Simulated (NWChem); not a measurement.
System: C3H7FSi; SMILES C([C@H](F)[SiH3])=C

```xyz
12

C      0.5449     2.1815     0.4100
C      0.6561     1.1482    -0.4256
C     -0.3374     0.0336    -0.5343
F     -1.4936     0.3211     0.2132
Si     0.3427    -1.6293     0.1451
H      1.3023     2.9581     0.4523
H     -0.3135     2.2841     1.0661
H      1.5180     1.0586    -1.0873
H     -0.6481    -0.0884    -1.5835
H      1.5924    -1.9927    -0.5789
H     -0.6680    -2.7006    -0.0571
H      0.6281    -1.4744     1.5927
```
Atoms are numbered in this order, from 1.

Results from NWChem. STO-3G and 3-21G are far too small for this property and stand as cheap habits. Structure relaxed at the B3LYP/6-31G* (spherical d) level. GIAO values for the isolated, static molecule; σ is the absolute isotropic shielding, δ = σ(reference) − σ with the isolated reference molecule computed at the same levels (13C: tetramethylsilane, 1H: tetramethylsilane, 29Si: tetramethylsilane).

Question: Predict the results for Hartree-Fock/STO-3G. Quantities: δ C2 (ppm); δ Si5 (ppm); δ H6 (ppm); δ H7 (ppm); δ H8 (ppm); δ H9 (ppm); δ H10 (rotor mean) (ppm).

Answer: The δ C2 (ppm) comes out as 122.1, the δ Si5 (ppm) is -66.2 and the δ H6 (ppm) is 5.57. The δ H7 (ppm) is 5.70. The δ H8 (ppm) is 5.61 and the δ H9 (ppm) is 2.04. The δ H10 (rotor mean) (ppm) is 1.67.
